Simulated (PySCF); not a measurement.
Sb: ionisation energy

Sb [Kr] 4d10 5s2 5p3 (4S) → Sb⁺ [Kr] 4d10 5s2 5p2 (3P), as a difference of total energies. Calculation: PySCF 2.14, in x2c-SVPall (6s5p3d, 36 functions); scalar relativity by spin-free X2C-1e. Correlated levels: valence: [Kr] 4d10 frozen. The calculations carry no spin-orbit coupling.

| method | ionisation energy (eV) |
| --- | --- |
| UHF | 8.574 |
| B3LYP | 8.916 |
| TPSS | 8.977 |
| MP2 (valence) | 8.859 |
| SCS-MP2 (valence) | 8.761 |
| CCSD (valence) | 8.825 |
| CCSD(T) (valence) | 8.828 |

How much does correlation contribute at CCSD(T) (valence)?

8.828 − (8.574) = 0.254 eV, measured against UHF.

Errors of the correlated levels include the incompleteness of this basis and the frozen core.

For comparison: 9.124 eV (measured; NIST levels, between the centres of gravity of the two terms).
